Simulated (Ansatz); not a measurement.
Species: sum formula H3SiO, charge 0, multiplicity 2. It need not be the lowest isomer of its formula. SMILES: [SiH2]O
Coordinates optimised at B3LYP-D3(BJ)/def2-TZVP (Ansatz, a quantum-chemistry and plane-wave program):
```
Si
O 1 1.6585
H 2 0.9610 1 118.01
H 1 1.4847 2 105.38 3 -170.63
H 1 1.4946 4 110.37 2 -119.93
```
Charge 0, spin multiplicity 2.

Property: atomisation energy (electronic, to ground-state atoms), in kcal/mol. Valence correlation only, unless marked. UHF or UKS for open shells. Spin-orbit coupling is left out. Non-relativistic. The coupled-cluster limit lacks core correlation, which all-electron functionals hold. CBS marks a two-point X^-3 extrapolation of the correlation energy; Hartree-Fock from the larger set (for Q and 5 zeta extrapolated as (X+1)exp(-9√X)).

```csv
level,program,atomisation energy (kcal/mol)
HSE06/def2-TZVPD,Ansatz,___
SCS-MP2/6-31G,Ansatz,270.8
"CCSD(T)/CBS(cc-pV(Q+d)Z,cc-pV(5+d)Z)",Ansatz,365.7
```

Q: Some entries are withheld; supply them.

A: 
- HSE06/def2-TZVPD, atomisation energy (kcal/mol): 357.6
